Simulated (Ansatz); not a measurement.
`O[SiH](O)C[SiH](O)F` + `[NH2][GeH2][OH]` → `[OH][GeH2][NH][SiH](O)O` + `C[SiH](O)F`  (ligand exchange at the Si–C bond)

Gas-phase electronic energies from Ansatz, PBE0-D4/def2-TZVP geometries. CBS: MP2 limit from def2 TZ/QZ plus the TZ coupled-cluster correction, frozen cores. For Ge outer-core shells are correlated without core-valence functions, which leaves a few kJ/mol of doubt a bond. Scalar relativity is left out up to krypton. One conformer a species, not always the lowest.

`O[SiH](O)C[SiH](O)F`:

```xyz
14

O     1.193   -1.843    0.535
Si    0.568   -0.473    1.174
O     1.465    0.871    0.783
C    -1.103   -0.083    0.463
Si   -0.970    0.363   -1.333
O    -0.062    1.696   -1.537
F    -0.260   -0.910   -2.026
H     1.072   -1.967   -0.411
H     0.602   -0.686    2.638
H     2.380    0.889    1.068
H    -1.549    0.757    1.006
H    -1.756   -0.952    0.590
H    -2.244    0.568   -2.049
H     0.663    1.771   -0.901
```

`[NH2][GeH2][OH]`:

Cartesian coordinates in Å:
```
N -0.562 -0.156 1.272
Ge 0.100 -0.251 -0.419
O 1.349 1.014 -0.489
H -1.206 0.594 1.471
H -0.907 -1.022 1.658
H -0.908 0.064 -1.552
H 0.716 -1.651 -0.580
H 1.418 1.408 -1.361
```

`[OH][GeH2][NH][SiH](O)O`:

```xyz
13

O    -0.930    1.883   -0.706
Ge   -1.740    0.385   -0.125
N    -0.475   -0.661    0.671
Si    1.073   -0.921   -0.018
O     2.146   -0.510    1.158
O     1.156   -0.039   -1.391
H    -0.699    2.477    0.012
H    -2.819    0.723    0.917
H    -2.271   -0.224   -1.422
H    -0.588   -0.819    1.661
H     1.354   -2.311   -0.441
H     3.046   -0.820    1.048
H     0.746    0.837   -1.363
```

`C[SiH](O)F`:

```xyz
9

C     0.419   -0.628   -0.874
Si   -0.606    0.348    0.318
O     0.055    0.440    1.809
F    -0.769    1.819   -0.293
H    -0.063   -0.666   -1.854
H     0.552   -1.653   -0.519
H     1.409   -0.181   -1.007
H    -1.962   -0.202    0.524
H     0.965    0.724    1.897
```

```
                  species  HF/CBS(def2) energy (Eh)
    `O[SiH](O)C[SiH](O)F`                -944.33593
        `[NH2][GeH2][OH]`               -2207.74203
`[OH][GeH2][NH][SiH](O)O`               -2647.82235
             `C[SiH](O)F`                -504.28491
```

Question: Work out ΔE.

Answer: ΔE = (-2647.82235) + (-504.28491) − (-944.33593) − (-2207.74203) = -0.02930 Eh = -0.80 eV. CCSD(T)/CBS gives -0.68 eV.

Largest T1 diagnostic among the species: 0.012.

In def2-TZVPP, CCSD(T) changes the Hartree–Fock value by +0.09 eV (the triples alone add +0.01 eV) and MP2 by +0.09 eV.
